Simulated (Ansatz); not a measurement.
A structure relaxed at PBE-D4/def2-SVPD in Ansatz, charge -1, doublet:

Cartesian coordinates in Å:
```
Ga 1.643 -1.541 1.170
Ga -1.055 0.193 -0.591
Se 0.459 1.925 0.065
Se 2.387 0.746 0.903
Se -2.976 0.693 -1.677
Se -0.457 -2.017 0.130
```

(1) Give its formula.

(2) Summarise the bond lengths by kind (pairs closer than 1.2 times the sum of covalent radii, bridged metal pairs left out).

Results:

(1) the cluster Ga2Se4⁻.

(2) 5 × Ga–Se 2.26 to 2.42 Å; 1 × Se–Se 2.41 Å.

Another isomer (doublet) lies 0.91 eV lower at PBE0-D4/def2-SVP; other spin states weren't run for this one.
